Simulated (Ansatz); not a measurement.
Si8H6. The state is a singlet with charge 0. Geometry PBE-D4/def2-SVP.

Cartesian coordinates in Å:
```
Si -0.867 0.449 1.707
Si 0.558 -1.328 2.034
Si 1.502 2.212 -1.161
Si -1.567 -0.275 -2.017
Si -0.593 1.455 -0.473
Si -2.486 -0.123 0.117
Si 1.806 -1.543 0.246
Si 0.825 -0.280 -1.431
H 0.930 2.302 -2.600
H -3.729 0.746 0.147
H -1.257 1.345 2.854
H 1.447 -0.391 -2.796
H 2.500 -2.845 -0.062
H 0.931 -1.725 3.436
```

The restricted singlet is unstable towards broken spin symmetry in Hartree–Fock (as tested in another run); at PBE-D4/def2-TZVP, r2SCAN-D4/def2-TZVP, PBE0-D4/def2-TZVP, CAM-B3LYP-D4/def2-TZVP and others this wasn't settled. Another isomer (singlet) lies 0.52 eV lower at PBE0-D4/def2-TZVP; other spin states weren't run for this one.

**Question.** Estimate the orbital energies around the gap (eV) in Ansatz with PBE-D4/def2-TZVP, r2SCAN-D4/def2-TZVP, PBE0-D4/def2-TZVP, CAM-B3LYP-D4/def2-TZVP, ωB97X-V/def2-TZVP.

**Answer.** 
```
orbital  PBE-D4/def2-TZVP  r2SCAN-D4/def2-TZVP  PBE0-D4/def2-TZVP  CAM-B3LYP-D4/def2-TZVP  ωB97X-V/def2-TZVP
 HOMO−5             -6.90                -7.16              -7.89                   -9.02             -10.01
 HOMO−4             -6.68                -6.92              -7.60                   -8.67              -9.64
 HOMO−3             -6.32                -6.54              -7.19                   -8.22              -9.19
 HOMO−2             -5.89                -6.08              -6.70                   -7.65              -8.57
 HOMO−1             -5.60                -5.77              -6.41                   -7.42              -8.31
   HOMO             -5.09                -5.24              -5.79                   -6.68              -7.53
   LUMO             -3.55                -3.54              -2.93                   -1.91              -1.14
 LUMO+1             -3.34                -3.32              -2.73                   -1.76              -0.98
 LUMO+2             -3.13                -3.10              -2.49                   -1.48              -0.69
 LUMO+3             -2.07                -1.92              -1.34                   -0.28               0.56
 LUMO+4             -1.80                -1.62              -1.04                    0.05               0.93
 LUMO+5             -1.50                -1.28              -0.72                    0.36               1.22
```
